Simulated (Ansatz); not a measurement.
C2H3 (SMILES [CH]=C), doublet (typed; the unrestricted solution is spin-contaminated), at a GFN2-xTB geometry. Base run: HF/3-21G (Ansatz, a quantum-chemistry and plane-wave program).

Geometry (Å):
```xyz
5

C      0.0525    -0.5743    -0.0173
C      0.0370     0.7127     0.0220
H     -0.8439    -1.2015    -0.0406
H      0.9747    -1.1396    -0.0305
H     -0.6680     1.5107     0.0432
```
Charge 0, spin multiplicity 2.
Orbitals are unrestricted.
All else is at Ansatz's defaults.
Base energy -76.96066 Eh.

Each row names what was changed in the base input (with any setting that the change needs).

| change | ΔE vs base (µEh) |
|---|---|
| base | 0.0 |
| point_charge = charge:1.0 position_ang:4.5873, 0.6669, -0.1627 | -3484 |
| lower_state_search = off | 0.0 |
| nuclear_model = gaussian | 5.2 |
| forces = on | 0.0 |
| fitting.mean_field = cc-pVTZ-JKFIT | 46.4 |
| fitting.mean_field = def2-universal-JKFIT | -1.1 |
| lower_state_search = full | 0.0 |
| lower_state_search = light | 0.0 |
| accuracy = high | -2.6 |
| point_charge = charge:-1.0 position_ang:-0.5518, 4.5551, 0.5462 | -6007 |
